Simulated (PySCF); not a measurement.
PySCF 2.14 output of an unrestricted BP86 calculation on a single atom or ion in x2c-TZVPall (8s6p4d2f, 60 functions), with the spin-free X2C one-electron Hamiltonian (Gaussian nucleus):

```
SCF conv_tol = 1e-09
number electrons alpha = 27  beta = 26
    A. D. Becke.,  Phys. Rev. A 38, 3098 (1988)
    J. P. Perdew.,  Phys. Rev. B 33, 8822 (1986)
cycle= 1 E= -7446.81336741205  delta_E= -0.0137  |g|= 0.0426  |ddm|= 0.348
cycle= 2 E= -7446.81369191099  delta_E= -0.000324  |g|= 0.0237  |ddm|= 0.101
cycle= 3 E= -7446.81382103011  delta_E= -0.000129  |g|= 0.00921  |ddm|= 0.0409
cycle= 4 E= -7446.81383178715  delta_E= -1.08e-05  |g|= 0.000278  |ddm|= 0.0064
cycle= 5 E= -7446.81383183356  delta_E= -4.64e-08  |g|= 3.16e-05  |ddm|= 0.000808
cycle= 6 E= -7446.81383183416  delta_E= -5.97e-10  |g|= 7.03e-06  |ddm|= 8.58e-05
converged SCF energy = -7446.81383183416  <S^2> = 0.75180692  2S+1 = 2.0018061
```

The run itself started from symmetry-adapted Hartree-Fock orbitals and held the occupation by maximum overlap, on a logarithmic radial grid, so the iterations belong to that start.

Problem. Which element, charge and spin multiplicity is this?

Solution. Xe⁺ (xenon, charge +1), multiplicity 2; the state was [Kr] 4d10 5s2 5p5, 2P determinant.
